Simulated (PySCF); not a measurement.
## Correlation energy of Li (lithium, neutral)

[He] 2s1, 2S determinant. Computed with PySCF 2.14 in def2-QZVPPD (6s4p2d1f, 35 functions), with no relativity, point nucleus. Frozen: nothing; 3 electrons correlated.

MP2 pair energies summed by pair of shells (mhartree):

| pair | energy | share (%) |
| --- | --- | --- |
| 1s-1s | -29.24 | 95.5 |
| 1s-2s | -1.38 | 4.5 |

Total MP2 correlation energy: -30.62 mhartree.

Same-spin part -0.31 and opposite-spin part -30.31 mhartree; SCS-MP2 scales them by 1/3 and 6/5 to -36.48 mhartree.

This basis was not built for core-valence correlation, so the inner-shell part is incomplete.
